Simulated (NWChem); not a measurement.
The numbers come from NWChem runs, not from measurements. System: AuCl, charge 0, spin multiplicity 1, at a geometry optimised with PBE0/def2-SVP with def2 effective core potentials on Au. The structure started from a generated list of species. Level: RHF/def2-SVP with def2 effective core potentials on Au.

Input file:

```
start mol
memory heap 200 mb stack 900 mb global 1100 mb
geometry units angstroms nocenter noautoz
  Au     0.000000     0.000000    -0.398964
  Cl     0.000000     0.000000     1.854009
  symmetry group C2v
end
basis spherical
  * library def2-svp
end
ecp
  Au library def2-ecp
end
scf
  rhf
  nopen 0
  maxiter 100
  thresh 1e-7
  semidirect memsize 60000000 filesize 0
end
task scf energy
```

Part of the output:

```
             Northwest Computational Chemistry Package (NWChem) 7.3.0
             --------------------------------------------------------

                                NWChem Input Module
                                -------------------

 Scaling coordinates for geometry "geometry" by  1.889725989
 (inverse scale =  0.529177249)

 Turning off AUTOSYM since
 SYMMETRY directive was detected!

                             Geometry "geometry" -> ""
                             -------------------------

 Output coordinates in angstroms (scale by  1.889725989 to convert to a.u.)

  No.       Tag          Charge          X              Y              Z
 ---- ---------------- ---------- -------------- -------------- --------------
    1 Au                  79.0000     0.00000000     0.00000000    -0.39896400
    2 Cl                  17.0000     0.00000000     0.00000000     1.85400900

 Effective nuclear repulsion energy (a.u.)     315.4432145466

            Nuclear Dipole moment (a.u.)
            ----------------------------
        X                 Y               Z
 ---------------- ---------------- ----------------
     0.0000000000     0.0000000000    -0.0000056692

      Symmetry information
      --------------------

 Group name             C2v
 Group number             16
 Group order               4
 No. of unique centers     2

      Symmetry unique atoms

     1    2


 Summary of "ao basis" -> "" (spherical)
 ------------------------------------------------------------------------------
       Tag                 Description            Shells   Functions and Types
 ---------------- ------------------------------  ------  ---------------------
 *                          def2-svp                  on all atoms

 Summary of "ao basis" -> "ao basis" (spherical)
 ------------------------------------------------------------------------------
       Tag                 Description            Shells   Functions and Types
 ---------------- ------------------------------  ------  ---------------------
 Au                         def2-svp                12       32   6s3p2d1f
[...]
     5     -0.386426  1 Au s                  3      0.312009  1 Au s
    42      0.303147  2 Cl pz                 2     -0.205598  1 Au s
    39      0.181920  2 Cl pz

 Vector   17  Occ=2.000000D+00  E=-3.929601D-01  Symmetry=b1
              MO Center= -2.0D-15,  8.4D-30,  1.5D+00, r^2= 1.9D+00
   Bfn.  Coefficient  Atom+Function         Bfn.  Coefficient  Atom+Function
  ----- ------------  ---------------      ----- ------------  ---------------
    43      0.628118  2 Cl px                40      0.430943  2 Cl px
    19      0.367122  1 Au d  1              37      0.250969  2 Cl px

 Vector   18  Occ=2.000000D+00  E=-3.929601D-01  Symmetry=b2
              MO Center= -1.2D-30, -7.4D-17,  1.5D+00, r^2= 1.9D+00
   Bfn.  Coefficient  Atom+Function         Bfn.  Coefficient  Atom+Function
  ----- ------------  ---------------      ----- ------------  ---------------
    44      0.628118  2 Cl py                41      0.430943  2 Cl py
    17     -0.367122  1 Au d -1              38      0.250969  2 Cl py

 Vector   19  Occ=0.000000D+00  E=-2.201019D-02  Symmetry=a1
              MO Center=  1.1D-15,  6.6D-16, -1.2D+00, r^2= 4.2D+00
   Bfn.  Coefficient  Atom+Function         Bfn.  Coefficient  Atom+Function
  ----- ------------  ---------------      ----- ------------  ---------------
     6      0.781791  1 Au s                 15     -0.430535  1 Au pz
    45      0.327743  2 Cl pz                 3     -0.294008  1 Au s
     2      0.192607  1 Au s                 18      0.179086  1 Au d  0
     5      0.158372  1 Au s

 Vector   20  Occ=0.000000D+00  E= 8.656350D-02  Symmetry=b2
              MO Center= -6.0D-30,  1.0D-15, -4.6D-01, r^2= 6.6D+00
   Bfn.  Coefficient  Atom+Function         Bfn.  Coefficient  Atom+Function
  ----- ------------  ---------------      ----- ------------  ---------------
    14      1.029275  1 Au py                44     -0.247754  2 Cl py
     8     -0.167817  1 Au py

 Vector   21  Occ=0.000000D+00  E= 8.656350D-02  Symmetry=b1
              MO Center=  3.0D-15, -1.6D-29, -4.6D-01, r^2= 6.6D+00
   Bfn.  Coefficient  Atom+Function         Bfn.  Coefficient  Atom+Function
  ----- ------------  ---------------      ----- ------------  ---------------
    13      1.029275  1 Au px                43     -0.247754  2 Cl px
     7     -0.167817  1 Au px

 center of mass
 --------------
 x =   0.00000000 y =   0.00000000 z =  -0.11203018

 moments of inertia (a.u.)
 ------------------
         538.290172519765           0.000000000000           0.000000000000
           0.000000000000         538.290172519765           0.000000000000
           0.000000000000           0.000000000000           0.000000000000

  Mulliken analysis of the total density
  --------------------------------------

    Atom       Charge   Shell Charges
 -----------   ------   -------------------------------------------------------
    1 Au  19    18.57   0.06 -0.45  1.74  0.65  0.41  0.12  5.55  0.49  0.12  8.66  1.22  0.01
    2 Cl  17    17.43   2.00  1.99  1.19  0.78  5.94  2.05  3.45  0.02

       Multipole analysis of the density wrt the origin
       ------------------------------------------------

     L   x y z        total         open         nuclear
     -   - - -        -----         ----         -------
     0   0 0 0      0.000000      0.000000     36.000000

     1   1 0 0      0.000000      0.000000      0.000000
     1   0 1 0     -0.000000      0.000000      0.000000
     1   0 0 1     -2.080569      0.000000     45.235953

     2   2 0 0    -25.871348      0.000000      0.000000
     2   1 1 0      0.000000      0.000000      0.000000
     2   1 0 1     -0.000000      0.000000      0.000000
     2   0 2 0    -25.871348      0.000000      0.000000
     2   0 1 1     -0.000000      0.000000      0.000000
     2   0 0 2    -27.750630      0.000000    219.474800

 Task  times  cpu:        0.5s     wall:        0.5s

 Total times  cpu:        0.6s     wall:        0.6s
```
